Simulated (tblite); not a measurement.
Problem. Write Cartesian coordinates for `OC[C@@H](Cl)[C@H](Cl)[C@H]1C[SiH2]1` as optimised with GFN2-xTB.

Solution. 
```
atom  x, y, z in Å
O1    -3.3398   -0.0907    1.3167
C2    -2.1831    0.6594    1.0843
C3    -1.2020   -0.0740    0.1660
Cl4   -1.9675   -0.2355   -1.4463
C5     0.1604    0.5918    0.0474
Cl6   -0.0569    2.3099   -0.4890
C7     1.0951   -0.1139   -0.8788
C8     2.5928    0.1851   -0.7189
Si9    2.1334   -1.5826   -0.2772
H10   -3.7570   -0.2729    0.4639
H11   -1.7145    0.8080    2.0611
H12   -2.4238    1.6409    0.6553
H13   -1.0594   -1.0961    0.5313
H14    0.5921    0.6648    1.0498
H15    0.7412   -0.1122   -1.9036
H16    3.1277    0.4101   -1.6305
H17    2.8425    0.8887    0.0638
H18    2.3944   -2.6418   -1.2300
H19    2.0144   -1.9296    1.1274
```

Orientation and origin are arbitrary. Atoms count from 1 in this order. The C–C distances run from 1.493 Å (C5–C7, drawn single) to 1.536 Å (C7–C8, drawn single), a spread of 0.043 Å. Of the pairs four or more bonds apart, Cl4···H10 is among the closest relative to their van der Waals radii: 2.62 Å, 89 % of the sum of Bondi's values. The 3-membered ring C7–C8–Si9 has internal angles of 48.0° to 66.6°. Si9 (SiH2 silicon) has angles from 48.0° to 119.3°.

Bonds between heavy atoms (Å): O1–C2 1.398, C2–C3 1.531, C3–Cl4 1.792, C3–C5 1.521, C5–Cl6 1.813, C5–C7 1.493, C7–C8 1.536, C8–Si9 1.879, C7–Si9 1.897.

The geometry is computed with GFN2-xTB (gas phase).

Point group: C1 (no symmetry element, even within 0.4 Å). Its GFN2-xTB frequencies are all real (lowest 40 cm⁻¹). One conformer, not necessarily the lowest (H–O1–C2–C3 -59°, O1–C2–C3–Cl4 65°, C2–C3–C5–Cl6 -55°, C3–C5–C7–C8 -160°).

Hardware: an Arm Neoverse N1 with one thread, on a shared host. Cost: 1.5 s wall. That covers the optimisation of the geometry.
